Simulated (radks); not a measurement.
All-electron atom: Br III in [Ar] 3d10 4s2 4p3.

All-electron calculation, non-relativistic Kohn-Sham, exchange-only LDA, spin-polarised, spherical densities, point nucleus; open shells are filled with parallel spins first. Program: a radial shooting solver on a logarithmic mesh with Libxc functionals.

Energy parts (Ry):
part                    energy
total              -5132.66605
kinetic             5132.66605
electron-nucleus  -12233.82760
Hartree             2136.38375
exchange            -167.88825

Orbitals (lengths in bohr, moments of r in powers of bohr; <r^-3> diverges for s and p1/2):
orbital,occ.,eigenvalue (Ry),<r>,<r^-3>
1s up,1,-961.9489,0.04374,-
1s down,1,-961.9309,0.04374,-
2s up,1,-125.0250,0.1940,-
2s down,1,-125.0139,0.1940,-
2p up,3,-112.9627,0.1673,1264
2p down,3,-112.9464,0.1673,1263
3s up,1,-18.43785,0.5640,-
3s down,1,-18.41187,0.5635,-
3p up,3,-14.21923,0.5700,182.0
3p down,3,-14.18949,0.5691,182.3
3d up,5,-6.66907,0.5895,23.27
3d down,5,-6.62984,0.5856,23.44
4s up,1,-3.02131,1.620,-
4s down,1,-2.74550,1.615,-
4p up,3,-2.08740,1.859,17.69
4p down,0,-1.80943,1.883,17.71

The highest occupied level is 4p up at -28.400 eV. Summed over all electrons, <r^2> = 25.40 bohr^2, which gives a Langevin (diamagnetic) susceptibility term of -20.1 x 10^-6 cm^3/mol. Spin moment in Bohr magnetons: 3.
